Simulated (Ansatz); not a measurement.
Ga₉Sb₉H₂₄⁺, a nanocrystal cut from wurtzite GaSb (hydrogen-capped). Total charge 1; doublet. Geometry r2SCAN-D4/def2-SVP, that of the neutral singlet; atoms count from 1.

```xyz
42

Ga   -4.506   -2.561   -1.399
Sb   -2.717   -4.177   -0.126
Sb   -2.992   -0.354   -1.295
Ga   -2.613    0.548    1.167
Ga   -0.341   -3.349    0.752
Sb   -0.895   -1.220    2.242
Sb   -1.246    2.817    1.127
Ga   -0.943    3.915    3.551
Ga    1.387   -0.209    3.151
Sb    0.649    1.938    4.546
Ga   -0.789   -0.521   -2.757
Sb    0.782   -2.202   -1.364
Sb    0.536    1.773   -2.707
Ga    0.998    2.725   -0.278
Ga    3.153   -1.243   -0.645
Sb    2.424    0.780    0.915
Ga    2.702    1.787   -4.281
Sb    4.088   -0.075   -2.850
H    -5.717   -2.441   -0.419
H    -4.578   -3.106   -2.862
H    -3.439   -4.968    1.197
H    -2.402   -5.580   -1.037
H    -3.885    0.886   -2.049
H    -3.918    0.606    2.031
H     0.524   -4.446    1.454
H    -1.671   -1.847    3.622
H    -2.241    3.873    0.233
H    -2.273    3.816    4.366
H    -0.023    5.176    3.470
H     2.301   -1.217    3.921
H     0.035    1.337    6.015
H     2.089    2.577    5.189
H    -1.022   -1.090   -4.197
H     1.139   -3.491   -2.418
H    -0.562    2.890   -3.378
H     1.814    4.061   -0.262
H     4.119   -2.279    0.016
H     3.888    1.504    1.400
H     2.390    1.099   -5.650
H     3.502    3.117   -4.099
H     4.616   -1.348   -3.850
H     5.638    0.498   -2.439
```

In the def2 sets Sb takes a core potential; there is no spin–orbit coupling. Single mean-field runs in def2-SVP are fitted with def2-universal-jkfit.

Q: Estimate the Mulliken populations of the heavy atoms from the PBE0/def2-SVP orbitals of Ansatz.

A: 
```csv
atom,charge (e),spin (α − β)
Ga1,0.18,0.00
Sb2,0.06,0.00
Sb3,-0.09,0.12
Ga4,0.14,0.00
Ga5,0.14,0.02
Sb6,-0.19,0.03
Sb7,-0.07,0.22
Ga8,0.20,0.06
Ga9,0.13,0.02
Sb10,0.07,0.03
Ga11,0.14,-0.01
Sb12,-0.19,0.01
Sb13,-0.08,0.18
Ga14,0.14,0.01
Ga15,0.14,0.02
Sb16,-0.18,0.05
Ga17,0.19,0.04
Sb18,0.07,0.02
```
Mulliken values depend strongly on the basis.

Q: Where does the spin sit?

A: Summed by element: Ga 0.16, Sb 0.66, H 0.18, of 1 unpaired in all. Largest on single atoms: Sb7 0.22, Sb13 0.18, Sb3 0.12.

Q: And the Mayer bond orders between heavy atoms (over 0.3)?

A: Ga1–Sb2 0.62 (2.73 Å); Ga1–Sb3 0.66 (2.68 Å); Sb2–Ga5 0.81 (2.66 Å); Sb3–Ga4 0.76 (2.65 Å); Sb3–Ga11 0.78 (2.65 Å); Ga4–Sb6 0.74 (2.69 Å); Ga4–Sb7 0.79 (2.65 Å); Ga5–Sb6 0.74 (2.66 Å); Ga5–Sb12 0.76 (2.66 Å); Sb6–Ga9 0.78 (2.66 Å); Sb7–Ga8 0.58 (2.68 Å); Sb7–Ga14 0.76 (2.65 Å); Ga8–Sb10 0.64 (2.73 Å); Ga9–Sb10 0.76 (2.66 Å); Ga9–Sb16 0.75 (2.66 Å); Ga11–Sb12 0.73 (2.69 Å); Ga11–Sb13 0.80 (2.65 Å); Sb12–Ga15 0.79 (2.66 Å); Sb13–Ga14 0.74 (2.65 Å); Sb13–Ga17 0.60 (2.68 Å); Ga14–Sb16 0.75 (2.69 Å); Ga15–Sb16 0.74 (2.66 Å); Ga15–Sb18 0.78 (2.66 Å); Ga17–Sb18 0.63 (2.73 Å).
